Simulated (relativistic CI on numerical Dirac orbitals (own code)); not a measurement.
Sensitivity of the levels of Ba³¹⁺ to α and to the nuclear radius

Method of calculation: Dirac-Coulomb-Breit CI, orbitals from a KLI potential per configuration, derivatives by finite differences, unscaled Slater integrals, QED left out (own radial code, finite nucleus).

Configuration list (outside the closed core [Ne]): 3s2.3p6.3d7, 3s2.3p5.3d8, 3s2.3p4.3d9, 3s.3p6.3d8, 3p6.3d9, 3s.3p5.3d9, 3s2.3p6.3d6.4s, 3s2.3p6.3d6.4p. Levels of other configurations are missing.

With x = (α/α₀)² − 1 an excitation energy changes as ω = ω₀ + qx; K = 2q/ω₀ is the relative enhancement. Terms are leading LS components, so labels can repeat. The field-shift factor is F = δν/δ⟨r²⟩ for the transition from the lowest level.

Lowest level 3s2.3p6.3d7 4F_9/2.

```csv
Level,ω₀ (cm⁻¹),q (cm⁻¹),K,F (GHz/fm²)
3s2.3p6.3d7 2P_3/2,67957,-156.6,-0.00461,-0.105
3s2.3p6.3d7 2D_5/2,89560,24580,0.549,0.337
3s2.3p6.3d7 4F_7/2,120026,135100,2.25,1.4
3s2.3p6.3d7 4F_3/2,170391,142200,1.67,1.53
3s2.3p6.3d7 2G_9/2,170747,120900,1.42,1.39
3s2.3p6.3d7 4P_5/2,180132,143500,1.59,1.61
3s2.3p6.3d7 4P_1/2,195989,132500,1.35,1.34
3s2.3p6.3d7 2H_11/2,215813,125400,1.16,1.59
3s2.3p6.3d7 2G_7/2,234345,150000,1.28,1.71
3s2.3p6.3d7 2F_5/2,283240,121100,0.855,1.55
3s2.3p6.3d7 2D_5/2,293486,250600,1.71,2.66
3s2.3p6.3d7 4P_3/2,301531,260600,1.73,2.76
3s2.3p6.3d7 2P_1/2,335147,269600,1.61,2.71
```

At this charge energies of transitions that change n are usually good to better than 1 %, and those within a shell (Δn = 0) to a few per cent. Terms inside the open d or f shell come out 10 to 20 % too wide with unscaled integrals.
